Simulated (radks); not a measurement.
Results of a calculation; reference values are marked as such.
I37+, 16 electrons, occupied as [Ne] 3s2 3p4.

Code: a radial shooting solver on a logarithmic mesh with Libxc functionals. Model: scalar-relativistic Kohn-Sham, r2SCAN, spin-polarised, spherical densities, finite nucleus; open shells are filled with parallel spins first (spin-orbit coupling, left out, can overturn this in heavy ions); meta-GGA in the generalised Kohn-Sham scheme; Fermi nuclear charge, rms radius 4.75 fm.

Energy parts (eV):
total: -162759.145
kinetic: 172217.684
electron-nucleus: -355287.877
Hartree: 23326.439
exchange-correlation: -3015.391

Orbitals (lengths in bohr, moments of r in powers of bohr; r(90%) holds 90 % of the orbital's charge):
orbital,occ.,eigenvalue (eV),<r^4>,<1/r>,r(90%)
1s up,1,-35182.42,2.644e-06,56.83,0.0490
1s down,1,-35175.38,2.643e-06,56.84,0.0490
2s up,1,-7179.572,0.0004216,13.21,0.178
2s down,1,-7177.041,0.0004200,13.21,0.178
2p up,3,-6672.904,0.0003007,12.59,0.164
2p down,3,-6667.020,0.0003001,12.59,0.164
3s up,1,-2755.866,0.01221,5.268,0.411
3s down,1,-2737.481,0.01233,5.250,0.412
3p up,3,-2593.222,0.01161,5.056,0.408
3p down,1,-2574.381,0.01172,5.046,0.409
3d up,0,-2395.746,0.007844,4.834,0.372
3d down,0,-2380.455,0.007843,4.844,0.372
4s up,0,-1409.662,0.1441,2.775,0.756
4s down,0,-1399.452,0.1472,2.761,0.761

The highest occupied level is 3p down at -2574.4 eV. Spin moment in Bohr magnetons: 2. The density falls to 0.001 e/bohr^3 at r = 0.80 bohr. The electron density at the nucleus is 2.577e+05 e/bohr^3 (large components only). The spin density at the nucleus is 4.50 e/bohr^3 (1s -30.05, 2s 9.48, 3s 25.07). Summed over all electrons, <r^2> = 0.6423 bohr^2, which gives a Langevin (diamagnetic) susceptibility term of -0.509 x 10^-6 cm^3/mol.
